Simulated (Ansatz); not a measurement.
ClF₃SW (`[F][W]([F])([F])(=[S])[Cl]`), relaxed with RKS PBE0-D4/def2-TZVP in Ansatz from a PBE-D4/def2-SVP geometry. The force threshold is 0.005 eV/Å; the program also tests the step.

Total charge 0; spin multiplicity 1. W: def2 effective core potential.

Start:

```xyz
6

F    -0.265    0.794   -1.682
W    -0.002   -0.049   -0.029
F    -0.240   -1.640   -0.997
F    -0.604   -1.052    1.435
S     2.079    0.157    0.320
Cl   -0.968    1.789    0.954
```

| step | energy (eV) | largest force (eV/Å) | largest move (Å) |
| --- | --- | --- | --- |
| 1 | -33329.9661 | 0.811 | 0.000 |
| 2 | -33330.0072 | 0.774 | 0.049 |
| 3 | -33330.0250 | 0.086 | 0.021 |
| 4 | -33330.0252 | 0.019 | 0.003 |
| 5 | -33330.0253 | 0.008 | 0.002 |
| 6 | -33330.0253 | 0.008 | 0.001 |
| 7 | -33330.0253 | 0.000 | 0.000 |

End:

```xyz
6

F    -0.262    0.784   -1.658
W     0.007   -0.048   -0.028
F    -0.244   -1.616   -0.983
F    -0.596   -1.036    1.415
S     2.059    0.154    0.315
Cl   -0.964    1.762    0.938
```

It took 3.2 min on 4 threads of an Intel Xeon on a shared host, with 0.66 GiB of host memory at the peak.
